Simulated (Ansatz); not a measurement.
System: C₃H₃O (charge -1, singlet). It need not be the lowest isomer of its formula. Whether it binds its extra electron was not tested at this geometry. SMILES: [C-]#CCO
Geometry from a B3LYP-D3(BJ)/def2-TZVP (Ansatz, an electronic-structure program) optimisation:
```xyz
7

C      2.0196     0.0365    -0.2522
C      0.8411    -0.2474     0.0078
C     -0.5624    -0.4964     0.2790
O     -1.4150     0.6291    -0.1045
H     -0.7514    -0.6807     1.3470
H     -0.9404    -1.3736    -0.2668
H     -0.7777     1.2649    -0.4521
```
Charge -1, spin multiplicity 1.

Parts of the frozen-core correlation energy in cc-pVQZ (Ansatz, hartree). Frozen orbitals: 4; correlated occupied orbitals by spin: 11 and 11; virtual: 295 and 295. No spin-orbit coupling. Non-relativistic.

| term | value |
|---|---|
| reference (HF) | -190.18486 |
| MP2 opposite-spin | -0.58509 |
| MP2 same-spin | -0.18648 |
| CCSD correlation | -0.77814 |
| (T) | -0.03911 |
| T1 diagnostic | 0.013 |
| largest doubles amplitude | 0.058 |
